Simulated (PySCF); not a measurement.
Al(GeH3)(OH)2 (AlGeH₅O₂), SMILES [OH][Al]([OH])[GeH3]. Atoms are numbered in the order given.

```xyz
9

Al    -0.9747     0.1812     0.4122
Ge     1.2421    -0.2282    -0.5302
H      1.4701    -1.7279    -0.8110
H      1.4563     0.5264    -1.8565
H      2.3588     0.2158     0.4373
O     -1.3770    -0.6077     1.8647
H     -2.1857    -0.5699     2.3760
O     -2.0297     1.2329    -0.4094
H     -2.9205     1.4992    -0.1800
```

The structure is a stationary point at PBE0-D3(BJ)/def2-SVP. The structure was generated by enumeration; whether it is a known compound was not checked. One conformer was computed; it need not be the lowest.

Method: PBE/def2-TZVP (PySCF).

Gas-phase values at a fixed geometry.

Q: Estimate the frontier levels, gap, dipole moment and polarisability. (An estimate is asked for; the answer gives what the named calculation found.)

A: 
```json
{
 "highest_occupied_level": "-6.95 eV",
 "lowest_empty_level": "-1.34 eV",
 "orbital_gap": "5.61 eV",
 "dipole_moment": "2.53 D",
 "quadrupole, principal values (traceless, Buckingham form, about the centre of nuclear charge)": "-9.66, -1.55, 11.21 D·Å",
 "mean_static_polarisability": "68.2 bohr³ (10.11 Å³)",
 "polarisability_principal_values": "57.5, 64.6, 82.6 bohr³"
}
```
